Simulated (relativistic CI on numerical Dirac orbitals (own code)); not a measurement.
# Sensitivity of the levels of I XXXVIII to α and to the nuclear radius

Computed by Dirac-Coulomb-Breit CI, KLI orbitals optimised for each configuration, derivatives by finite differences, unscaled Slater integrals, QED left out (own radial code, finite nucleus).

Configurations in the expansion (outside the closed core [Ne]): 3s2 3p4, 3s 3p5, 3s2 3p3 3d, 3p6, 3s 3p4 3d, 3p5 3d, 3p4 3d2, 3p3 3d3. Double excitations out of closed p, d and f shells are left out; levels of such configurations are missing from the list, as are those of other unlisted configurations, and high levels can miss mixing partners.

With x = (α/α₀)² − 1 an excitation energy changes as ω = ω₀ + qx; K = 2q/ω₀ is the relative enhancement. Terms are leading LS components, so labels can repeat. The field-shift factor is F = δν/δ⟨r²⟩ for the transition from the lowest level.

Lowest level 3s2 3p4 3P_2.

```csv
Level,ω₀ (cm⁻¹),q (cm⁻¹),F (GHz/fm²)
3s2 3p4 1S_0,112914,11770,-1.81
3s2 3p4 3P_1,557139,637400,-21.8
3s2 3p4 1D_2,614915,633800,-21.8
3s2 3p4 3P_0,1219798,1.267e+06,-50.7
3s2 3p3 3d 3F°_2,1227164,57490,-15.5
3s2 3p3 3d 5D°_1,1252440,97980,-49.1
3s2 3p3 3d 3F°_3,1267735,58030,6.24
3s2 3p3 3d 3P°_0,1270242,58350,5.07
3s 3p5 3P°_2,1338220,381400,-281
3s2 3p3 3d 3F°_4,1380446,178200,7.1
3s2 3p3 3d 3D°_3,1517322,205500,5.39
3s2 3p3 3d 3P°_1,1530863,410000,-226
3s 3p5 3P°_2,1538255,535400,-365
```

At this charge energies of transitions that change n are usually good to better than 1 %, and those within a shell (Δn = 0) to a few per cent.

Question: Which transition from the lowest level has the largest |K|?

Answer: 3s2 3p4 3P_1 at 557139 cm⁻¹, K = 2.29.
